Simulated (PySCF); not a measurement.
A PySCF script (with the pyscf-properties extension) for the NMR shieldings of `CC[C@@H]1[C@H](C)C[P@@]1(C)=N`, C7H16NP, on a GFN2-xTB geometry:

```python
import basis_set_exchange as bse
import numpy as np
from pyscf import gto, dft
from pyscf.prop import nmr

atoms = """
C     1.670277   -0.141115    2.052374
C     1.257510   -0.899030    0.796402
C    -0.223470   -0.679748    0.552183
C    -0.896157   -1.153506   -0.761709
C     0.055051   -1.380205   -1.925727
C    -1.806748    0.072930   -0.982902
P    -0.877739    1.072197    0.307507
C     0.337918    2.096956   -0.572192
N    -1.515878    1.992702    1.388501
H     2.748103   -0.172071    2.194933
H     1.192628   -0.568719    2.931484
H     1.353408    0.898801    1.970721
H     1.462082   -1.967100    0.915666
H     1.842431   -0.539815   -0.050927
H    -0.778879   -1.091265    1.405973
H    -1.470664   -2.071828   -0.607254
H     0.747162   -2.189918   -1.705216
H    -0.511635   -1.649603   -2.815452
H     0.626272   -0.483482   -2.149711
H    -2.836785   -0.104609   -0.668571
H    -1.821355    0.455954   -2.002281
H     1.005167    1.509616   -1.195417
H    -0.221714    2.803755   -1.182767
H     0.899853    2.650627    0.175774
H    -2.247773    1.562621    1.937746
"""
names = dict.fromkeys(["C", "P", "N", "H"], "pcSseg-1")
basis = {el: gto.basis.parse(bse.get_basis(n, elements=[el], fmt="nwchem")) for el, n in names.items()}
mol = gto.M(atom=atoms, basis=basis, charge=0, verbose=0)
mf = dft.RKS(mol, xc="PBE0")
mf.grids.level = 2
mf.grids.alignment = dft.numint.BLKSIZE   # the property module wants whole blocks of grid points
mf.conv_tol = 1e-9
mf.kernel()

calc = nmr.RKS(mf)   # GIAO
C = mf.mo_coeff
Co = C[:, mf.mo_occ > 0]
resp = mf.gen_response(singlet=True, hermi=2)
def vind(x):   # induced exchange potential for any number of trial vectors
    d = np.einsum("pi,xij,qj->xpq", C, 2 * x.reshape(-1, C.shape[1], Co.shape[1]), Co, optimize=True)
    return np.einsum("xpq,pi,qj->xij", resp(d - d.transpose(0, 2, 1)), C, Co, optimize=True).ravel()
mo1, _ = nmr.rhf.solve_mo1(calc, with_cphf=vind)
sigma = calc.kernel(mo1)
for i, s in enumerate(sigma):   # ppm
    print("%2d %-2s %9.2f" % (i, mol.atom_pure_symbol(i), np.trace(s) / 3))
```

**Question.** What does it print?

**Answer.** 
```
 0 C     170.86
 1 C     162.89
 2 C     119.90
 3 C     163.78
 4 C     166.75
 5 C     137.81
 6 P     313.69
 7 C     169.61
 8 N     181.50
 9 H      30.55
10 H      30.68
11 H      30.40
12 H      30.17
13 H      30.28
14 H      29.00
15 H      29.54
16 H      30.66
17 H      30.67
18 H      31.00
19 H      29.16
20 H      29.84
21 H      30.73
22 H      29.87
23 H      30.09
24 H      30.36
```

These numbers come from an equivalent density-fitted implementation of the same equations, which agrees with the script to about 0.01 ppm for H and up to a few tenths of a ppm for heavy atoms, so last digits may differ.

**Question.** Turn these shieldings into chemical shifts. Shifts are taken against calculated references (same method and geometry level): TMS for ¹³C (σref 186.93) and ¹H (σref 31.72); ³¹P (σref 318.38) against H3PO4; ¹⁵N (σref 267.73) vs NH3.

**Answer.** Averaging equivalent atoms: C 2: 67.0; C 5: 49.1; C 1: 24.0; C 3: 23.1; C 4: 20.2; C 7: 17.3; C 0: 16.1; P 6: 4.7; N 8: 86.2; H 14: 2.72; H 19: 2.56; H 15: 2.18; H 20: 1.88; H 12: 1.55; H 21/22/23: 1.49; H 13: 1.43; H 24: 1.35; H 9/10/11: 1.17; H 16/17/18: 0.94 ppm. Experimental scales use liquid or dissolved standards, which lie at an offset from isolated NH3 (liquid NH3: subtract about 20 ppm) and H3PO4.

Size and cost of the density-fitted run: 240 basis functions, 54 s wall time on 1 thread of an x86-64 server CPU, shared host.
